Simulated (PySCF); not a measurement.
## How methods differ on the excitation energy of Ni⁺

Ni⁺ [Ar] 3d9 (2D) → Ni⁺ [Ar] 3d8 4s1 (4F), as a difference of total energies. Computed with PySCF 2.14 in def2-QZVPPD (11s6p5d4f2g, 100 functions), with the non-relativistic Hamiltonian (point nucleus). Correlated levels: valence: [Ar] frozen. The calculations carry no spin-orbit coupling.

```csv
method,excitation energy (eV),difference from reference (eV)
UHF,-0.701,-1.786
MP2 (valence),1.795,+0.710
SCS-MP2 (valence),1.689,+0.604
CCSD (valence),1.046,-0.039
CCSD(T) (valence),1.195,+0.110
```

Reference: 1.085 eV (measured; NIST levels, between the centres of gravity of the two terms).

These non-relativistic numbers lack the scalar-relativistic shift.

Errors of the correlated levels include the incompleteness of this basis and the frozen core.
